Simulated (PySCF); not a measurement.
Al(Me)(OH)(PH2) (CH₆AlOP), SMILES [OH][Al]([CH3])[PH2].

Geometry optimised at r2SCAN-D4/def2-SVP. The values are those of a single conformer.

Computed with IEF-PCM-M06-2X/def2-SVP in PySCF.

The values are the electrostatic part of the solvation free energy, E(continuum) − E(gas) at the gas-phase geometry, in a cavity of scaled van der Waals radii (PySCF's table); cavitation and dispersion terms are not included. A continuum can't describe solvent molecules that bind to the metal. In vacuum the orbital gap is 8.30 eV. The dipole moment in vacuum is 0.83 D.

```tsv
solvent	ε	ΔG(elec) (kcal/mol)	dipole (D)	gap (eV)
water	78.36	-6.7	1.20	8.60
n-hexane	1.88	-2.3	0.94	8.40
N,N-dimethylformamide	37.22	-6.6	1.19	8.59
```
